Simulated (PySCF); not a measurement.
## Multinuclear NMR of C$_{7}$H$_{7}$FO

Structure with atom numbers: `[OH:1][CH2:2][c:3]1[cH:4][cH:5][cH:6][cH:7][c:8]1[F:9]`. Hydrogens are named by the atom that carries them.

Non-relativistic, no solvent model, one conformer, rapidly exchanging positions averaged. B3LYP/pcJ-1 coupling constants (spin–dipole term only in couplings to heteroatoms); GIAO PBE0/pcSseg-1 shieldings; PBE0-D3(BJ)/def2-SVP structure; PySCF 2.14.

Problem. Predict the ¹⁹F NMR data.

Solution. 
```
atoms    environment  σ (ppm)  δ (ppm)
   F9  aryl fluorine    297.9   -119.8
```

Shieldings were converted by a linear fit to measured shifts: ¹⁹F (scatter 6.9 ppm rms, 7.7 ppm with the 5 outliers that the fit left out vs CFCl3, solution or neat liquid, with a term for F on sp3 carbon). A few per cent of atoms miss by over 2 rms, more outside the fitted compound classes. Couplings are scaled by factors fitted to measured values: ²J(H,H) × 0.91 (rms 0.6 Hz), ³J(H,H) × 0.91 (rms 0.4 Hz, 0.5 with 2 outliers), ¹J(C,F) × 0.77 (rms 7.3 Hz), ²J(C,F) × 1.09 (rms 1.9 Hz, 5.0 with 1 outliers), ³J(C,F) × 1.48 (rms 1.3 Hz); all others are unscaled and can be 10–30 % off.

Couplings (the largest are listed; each averaged over equivalent pairs): ¹J(C8,F9) = -239.5 Hz, ²J(C7,F9) = 19.9 Hz, ²J(C3,F9) = 11.8 Hz, ³J(F9,H(C7)) = 10.3 Hz, ³J(C2,F9) = 9.6 Hz, ³J(C6,F9) = 7.7 Hz, ³J(C4,F9) = 3.3 Hz.

On a 600 MHz spectrometer ¹⁹F resonates near 564.6 MHz, so 1 ppm is 564.6 Hz.

Problem. Where does ¹⁷O resonate?

Solution. 
```tsv
atoms	environment	σ (ppm)	δ (ppm)
O1	alcohol oxygen	310.0	-12.4
```

Shieldings were converted by a linear fit to measured shifts: ¹⁷O: δ = 264.06 − 0.892σ (rms 13.4 ppm, 147 shifts, 14.2 ppm with the 1 outlier that the fit left out vs liquid water, solution or neat liquid). Occasional misses reach two or three times the rms, and more in compound classes unlike the fitted ones. Couplings are scaled by factors fitted to measured values: ²J(H,H) × 0.91 (rms 0.6 Hz), ³J(H,H) × 0.91 (rms 0.4 Hz, 0.5 with 2 outliers), ¹J(C,F) × 0.77 (rms 7.3 Hz), ²J(C,F) × 1.09 (rms 1.9 Hz, 5.0 with 1 outliers), ³J(C,F) × 1.48 (rms 1.3 Hz); all others are unscaled and can be 10–30 % off.

Couplings (the largest are listed; each averaged over equivalent pairs; quadrupolar broadening usually hides them): ²J(O1,H(C2)) = -8.6 Hz.

On a 500 MHz spectrometer ¹⁷O resonates near 67.8 MHz, so 1 ppm is 67.8 Hz.
